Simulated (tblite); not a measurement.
C9H7F.
SMILES with atom numbers: `[F:1][C:2]1=[CH:3][C:4]2([CH:5]=[CH:6][CH:7]=[CH:8]2)[CH:9]=[CH:10]1` (hydrogens: H11 on C3; H12 on C5; H13 on C6; H14 on C7; H15 on C8; H16 on C9; H17 on C10)

The geometry is computed with GFN2-xTB (gas phase).

(1) List the bond lengths, angles and torsions at this level.

Results:

(1) 
```
          bond  length (pm)   order
         F1–C2        134.0  single
         C2=C3        133.7  double
         C3–C4        150.2  single
  C4–C5, C4–C8        150.7  single
  C5=C6, C7=C8        133.6  double
         C6–C7        145.1  single
         C4–C9        150.7  single
        C9=C10        133.7  double
        C2–C10        144.9  single
        C3–H11        107.2  single
C5–H12, C8–H15        107.3  single
C6–H13, C7–H14        107.5  single
        C9–H16        107.3  single
       C10–H17        107.4  single
```

Bonds in one row agree within 1 pm and their mean is given. Orders are formal, as drawn. A selection of angles:
```
    angle  degrees
 F1–C2–C3    126.3
F1–C2–C10    122.4
C3–C2–C10    111.4
 C2–C3–C4    108.1
 C3–C4–C5    113.8
 C3–C4–C9    102.5
 C5–C4–C9    112.6
 C5–C4–C8    101.8
 C4–C5–C6    109.7
 C5–C6–C7    109.4
C4–C9–C10    110.1
C2–C10–C9    107.9
```

Dihedral angles: F1–C2–C3–C4 180° (antiperiplanar); C2–C3–C4–C5 122° (anticlinal); C3–C4–C5–C6 124° (anticlinal); C4–C5–C6–C7 0° (synperiplanar); C5–C6–C7–C8 0° (synperiplanar); C6–C7–C8–C4 0° (synperiplanar); C3–C4–C9–C10 0° (synperiplanar); C4–C9–C10–C2 0° (synperiplanar); F1–C2–C10–C9 180° (antiperiplanar); C3–C4–C8–C7 -124° (anticlinal).

The 5-membered ring C2–C3–C4–C9–C10 has internal angles of 102.5° to 111.4°; it is planar, 0.00 Å rms from its mean plane, widest ring torsion 0°. The 5-membered ring C4–C5–C6–C7–C8 has internal angles of 101.8° to 109.7° (sum 540°, against 540° for a flat polygon); it is planar, 0.00 Å rms from its mean plane, widest ring torsion 1°. The 10 C–C bonds span 1.336 Å (C5=C6, drawn double) to 1.507 Å (C4–C5, drawn single), a spread of 0.171 Å.

Point group: Cs (every atom within 0.08 Å of its image). Its GFN2-xTB frequencies are all real (lowest 76 cm⁻¹).
